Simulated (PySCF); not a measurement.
Continuum solvent and chemical shifts

Atoms are numbered as in `[CH3:1][CH:2]([CH3:3])[C:4]1=[CH:5][C:6](=[O:7])[CH2:8][CH2:9]1` (H(Xn): hydrogen on atom n).

GIAO PBE0/pcSseg-1 in PySCF 2.14.0 with density-fitted response routines on one PBE0-D3(BJ)/def2-SVP conformer, non-relativistic, equivalent nuclei averaged. Solvents enter as an IEF-PCM continuum (cyclohexane with ε = 2.0, dimethylsulfoxide with ε = 46.8) around the gas-phase geometry. Shifts are referred to TMS computed in the same medium.

Gas phase, δ in ppm: C6 207.8, C4 194.1, C5 134.7, C8 36.2, C2 34.9, C9 32.3, C1/C3 22.4, H(C5) 5.97, H(C9) 2.39, H(C8) 2.19, H(C2) 2.15, H(C1)/H(C3) 1.18. Dipole moment 4.45 D.

Q: How does each δ change in the continuum?

A: 
```json
{"atoms": "C6", "environment": "ketone carbonyl carbon", "Δδ, cyclohexane": "+3.4", "Δδ, dimethylsulfoxide": "+8.4"}
{"atoms": "C4", "environment": "β carbon of a C=C–C=O unit", "Δδ, cyclohexane": "+3.9", "Δδ, dimethylsulfoxide": "+10.4"}
{"atoms": "C5", "environment": "α carbon of a C=C–C=O unit", "Δδ, cyclohexane": "-0.5", "Δδ, dimethylsulfoxide": "-1.5"}
{"atoms": "C8", "environment": "sp3 CH2 α to a carbonyl", "Δδ, cyclohexane": "+0.9", "Δδ, dimethylsulfoxide": "+2.4"}
{"atoms": "C2", "environment": "allylic sp3 CH", "Δδ, cyclohexane": "+0.6", "Δδ, dimethylsulfoxide": "+1.4"}
{"atoms": "C9", "environment": "allylic sp3 CH2", "Δδ, cyclohexane": "+0.7", "Δδ, dimethylsulfoxide": "+1.9"}
{"atoms": "C1/C3", "environment": "methyl carbon", "Δδ, cyclohexane": "+0.2", "Δδ, dimethylsulfoxide": "+0.5"}
{"atoms": "H(C5)", "environment": "hydrogen on an α carbon of a C=C–C=O unit", "Δδ, cyclohexane": "+0.03", "Δδ, dimethylsulfoxide": "+0.03"}
{"atoms": "H(C9)", "environment": "hydrogen on an allylic sp3 CH2", "Δδ, cyclohexane": "+0.10", "Δδ, dimethylsulfoxide": "+0.29"}
{"atoms": "H(C8)", "environment": "hydrogen on an sp3 CH2 α to a carbonyl", "Δδ, cyclohexane": "+0.05", "Δδ, dimethylsulfoxide": "+0.10"}
{"atoms": "H(C2)", "environment": "hydrogen on an allylic sp3 CH", "Δδ, cyclohexane": "+0.10", "Δδ, dimethylsulfoxide": "+0.28"}
{"atoms": "H(C1)/H(C3)", "environment": "hydrogen on a methyl carbon", "Δδ, cyclohexane": "+0.02", "Δδ, dimethylsulfoxide": "+0.03"}
```

Changes are relative to the gas phase. The dipole moment becomes 5.04 D in cyclohexane, 6.00 D in dimethylsulfoxide.

Q: Which nuclei move most (in ppm), and what does the model miss?

A: C4 (β carbon of a C=C–C=O unit, +10.4 ppm) in dimethylsulfoxide. A continuum only polarises the solute; specific hydrogen bonds, the anisotropy of aromatic solvents and changes of geometry or conformer are outside it.
